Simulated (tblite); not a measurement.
Compound: C₅H₁₀NSi (doublet state).
Geometry (GFN2-xTB, Å), atoms numbered from 1 in this order:
```
atom  x, y, z in Å
C1    -3.1216   -0.2693   -0.5443
C2    -1.9202   -0.1758   -0.1130
C3    -0.7085    0.6450   -0.4993
C4     0.0011    0.1868    0.7873
N5     1.3020   -0.3966    0.5991
Si6    2.6388    0.4295   -0.1024
C7    -1.1322   -0.8180    1.0497
H8    -4.0381   -0.7718   -0.3565
H9    -0.8782    1.7139   -0.6074
H10   -0.2242    0.2585   -1.3935
H11    0.0144    0.9834    1.5460
H12    1.5141   -1.0515    1.3379
H13    2.2351    0.8698   -1.4370
H14    3.6888   -0.5852   -0.1316
H15    3.0961    1.6086    0.6514
H16   -0.8521   -1.8451    0.8223
H17   -1.6222   -0.7701    2.0200
```

All values are computed: GFN2-xTB (tblite) harmonic vibrations without scaling, gas phase. This tight-binding method is rough: wavenumbers can miss measured ones by several per cent, in bad cases by 10 to 20. Modes of hydrogen on silicon can be 10 to 20 % off. One conformer, not necessarily the lowest. Open shells enter through the occupations alone, without spin polarisation, and single modes of such species can be off by tens of per cent.

Harmonic wavenumbers (cm⁻¹): 56.2, 63.3, 126.4, 151.7, 285.8, 349.0, 389.0, 399.2, 475.2, 566.7, 590.9, 629.5, 663.0, 663.9, 751.5, 781.5, 808.8, 824.4, 831.0, 887.1, 968.1, 989.9, 1010.1, 1031.4, 1063.8, 1114.3, 1176.9, 1197.0, 1219.6, 1241.5, 1310.2, 1341.0, 1426.8, 1436.9, 1780.8, 2172.4, 2263.6, 2280.1, 2836.9, 2998.1, 3001.9, 3004.7, 3012.4, 3223.3, 3431.9.

A = 6903, B = 1070, C = 978.4 MHz; mass 112.058 u (most abundant isotopes); point group C1, symmetry number 1; spin multiplicity 2.

Question: Zero-point energy?

Answer: Half the sum of the wavenumbers: 28414 cm⁻¹ = 339.90 kJ/mol.

Question: What is S at 350 K and 1 bar for an ideal gas of classical rigid rotors and harmonic oscillators?

Answer: Translation 171.04, rotation 119.94, vibration 120.42, spin (R ln 2) 5.76: S = 417.2 J/(mol K).

Question: And Cp and H(350 K) − H(0)?

Answer: Cp = 169.39 J/(mol K), of which vibrations give 136.13 (their classical limit is 45 R = 374.2); H(350 K) − H(0) = 34.24 kJ/mol without the zero-point energy, 22.60 from vibrations.

Question: Which modes carry the vibrational entropy at 350 K?

Answer: 56.2 cm⁻¹: 20.52; 63.3 cm⁻¹: 19.53; 126.4 cm⁻¹: 13.85; 151.7 cm⁻¹: 12.37; 285.8 cm⁻¹: 7.44; 349.0 cm⁻¹: 5.99 J/(mol K); the other 39 give 40.72 together.

Question: How do the functions run with temperature in this model?

Answer: 
```
T (K)  S (J/(mol K))  Cp (J/(mol K))  H − H(0) (kJ/mol)  G − H(0) (kJ/mol)  ln q(vib)
  100          284.0            67.5               5.03             -23.37       1.43
  200          341.7           105.2              13.57             -54.78       3.49
  300          392.7           148.8              26.28             -91.52       5.62
  500          486.6           220.5              63.68            -179.64      10.09
  800          605.7           285.1             140.46            -344.13      16.74
 1000          672.5           312.6             200.38            -472.09      20.89
```

q(vib) and H(0) count from the zero-point level.

Question: What must be added to the electronic energy to get the Gibbs energy at 350 K and 1 bar?

Answer: ZPE + [H(350 K) − H(0)] − T·S = 339.90 + 34.24 − 146.01 = 228.13 kJ/mol.

Question: Blend soft modes into free rotors: weight 1/[1 + (100 cm⁻¹/ν̃)⁴] for the oscillator and the rest for a rotor with moment μB/(μ + B), μ = h/(8π²ν), B = 10⁻⁴⁴ kg m². What vibrational entropy results?

Answer: 110.28 J/(mol K) in place of 120.42, which changes −T·S at 350 K by +3.55 kJ/mol.

Hindered rotation and anharmonicity are outside this model. Other conformers, if any are populated, would add a mixing term that is left out. The structure is chiral; the term R ln 2 for an equal mix with its mirror image is left out.
